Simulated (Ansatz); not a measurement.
Species: C₃H₆O₂, charge 0, multiplicity 1. SMILES: COC(C)=O
Coordinates optimised at B3LYP-D3(BJ)/def2-TZVP (Ansatz, a program for electronic structure):
```xyz
11

C     -1.8543     0.1696     0.1592
C     -0.4282    -0.1404    -0.2035
O     -0.0723    -0.8339    -1.1211
O      0.4291     0.4670     0.6430
C      1.8231     0.2390     0.3870
H     -2.5223    -0.3365    -0.5316
H     -2.0217     1.2467     0.1188
H     -2.0572    -0.1540     1.1808
H      2.0924     0.5983    -0.6055
H      2.3561     0.7951     1.1531
H      2.0542    -0.8236     0.4535
```
Charge 0, spin multiplicity 1.

Quantity: atomisation energy (electronic, to ground-state atoms), in kcal/mol. Cores are frozen in the correlated levels unless marked. Open shells are spin-unrestricted. Spin-orbit coupling is left out. Non-relativistic. The coupled-cluster limit lacks core correlation, which all-electron functionals hold. Basis-set limits of correlation are two-point, X^-3; Hartree-Fock from the larger set. The bracket is a focal-point correction in the basis named.

```json
[
 {"level": "revPBE-D4/def2-TZVPD", "program": "Ansatz + dftd4", "atomisation energy (kcal/mol)": "1088.7"},
 {"level": "PBE0-D4/def2-TZVP", "program": "Ansatz + dftd4", "atomisation energy (kcal/mol)": "1091.4"},
 {"level": "PBE0-D4/def2-TZVPD", "program": "Ansatz + dftd4", "atomisation energy (kcal/mol)": "1091.3"},
 {"level": "BHLYP-D3(BJ)/def2-TZVPD", "program": "Ansatz + dftd3", "atomisation energy (kcal/mol)": "1046.0"},
 {"level": "r2SCANh-D4/def2-TZVPD", "program": "Ansatz + dftd4", "atomisation energy (kcal/mol)": "…"},
 {"level": "SCS-MP2/aug-cc-pVDZ", "program": "Ansatz", "atomisation energy (kcal/mol)": "1028.4"},
 {"level": "SCS-MP2/cc-pVTZ", "program": "Ansatz", "atomisation energy (kcal/mol)": "1073.3"},
 {"level": "CCSD/6-31G*", "program": "Ansatz", "atomisation energy (kcal/mol)": "…"},
 {"level": "RI-MP2/CBS(aug-cc-pVTZ,aug-cc-pVQZ)+[CCSD(T)-MP2]/aug-cc-pVTZ", "program": "Ansatz", "atomisation energy (kcal/mol)": "1086.7"}
]
```

**Question.** What belongs in the gaps?

**Answer.** 
- r2SCANh-D4/def2-TZVPD, atomisation energy (kcal/mol): 1081.9
- CCSD/6-31G*, atomisation energy (kcal/mol): 985.8
